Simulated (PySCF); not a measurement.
Species: C6H7ClF (doublet state).
Structure used (GFN2-xTB), in Å, numbered top down from 1:
```xyz
15
C6H7ClF angstrom
C     -1.064    1.262    1.584
C     -0.740    0.436    0.564
C     -1.801   -0.313   -0.192
C      0.613    0.244    0.177
F      1.544    0.929    0.888
C      1.098   -0.569   -0.850
C      2.420   -0.695   -1.142
Cl     2.972   -1.697   -2.404
H     -2.086    1.406    1.882
H     -0.312    1.802    2.131
H     -1.652   -1.387   -0.104
H     -2.781   -0.066    0.205
H     -1.782   -0.049   -1.248
H      0.375   -1.119   -1.431
H      3.193   -0.178   -0.599
```

The hyperfine couplings belong to this conformer and change with its torsions.

Identity: `Cl[CH]/C=C(/C(C)=C)F` [radical].

Method used: UKS B3LYP, pcH-1 on C Cl F H, non-relativistic, mean-field spin-orbit, GIAO (PySCF 2.14.0). One conformer (not necessarily the lowest) at the GFN2-xTB geometry, without solvent, vibrations or thermal averaging. Couplings are sensitive to structure, and on GFN2-xTB geometries they can be far from those on DFT ones. No stability test was run, so a lower SCF solution isn't excluded. ⟨S²⟩ is 0.789 where a pure state has 0.75.

The isotropic 13C couplings are +56.4, +51.1, -40.8, -36.4, +33.6, +4.1 MHz. Assign them to C1; C2; C3; C4; C6; C7.

```
site  a_iso (MHz)  ρ(0) (bohr⁻³)                 position  distance from C7 (Å)  spin population  largest |T| (MHz)
  C1        +33.6        +0.0299         a main spin site                  4.84            +0.44               62.5
  C2        -36.4        -0.0324           1 bond from C1                  3.77            -0.20               23.4
  C3         +4.1        +0.0037          2 bonds from C1                  4.34            +0.01                0.6
  C4        +56.4        +0.0502         a main spin site                  2.43            +0.47               88.4
  C6        -40.8        -0.0363           1 bond from C7                  1.36            -0.22               26.5
  C7        +51.1        +0.0452  largest spin population                  0.00            +0.49               82.9
```

ρ(0) is the spin density at the nucleus and T the dipolar tensor; a_iso includes a spin–orbit part; entries for several nuclei are means. Largest spin populations (Mulliken): C7 (+0.49), C4 (+0.47), C1 (+0.44) and C6 (-0.22). Three atoms exceed +0.15. The positive populations add up to 1.48 and the negative ones to -0.48, together 2S = 1. Main spin sites, with 60 % or more of the largest population: C1, C4, C7; positions count bonds from the nearest.

Class means assume fast exchange of nuclei equivalent by connectivity; if that motion is slow, each nucleus keeps its own coupling. The three 1H nuclei of mean -9.1 MHz run from -12.8 to -1.9 MHz in the frozen geometry.

C7, the radical centre as drawn in `C=C(C)/C(F)=C/[CH]Cl`, holds a spin population of +0.49 out of 1.
